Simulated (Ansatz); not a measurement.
Species: CH4B2O, SMILES `CB1BO1` (charge 0, multiplicity 1), formula CH4B2O.

Q: How many basis functions does frozen-core CCSD(T)/cc-pVTZ // B3LYP-D3(BJ)/def2-TZVP in Ansatz (an electronic-structure program) use, how many core orbitals are frozen, and how many electrons are correlated?

A: 176 basis functions and 4 frozen orbitals, which leaves 20 correlated electrons. Core time is of the order of minutes.
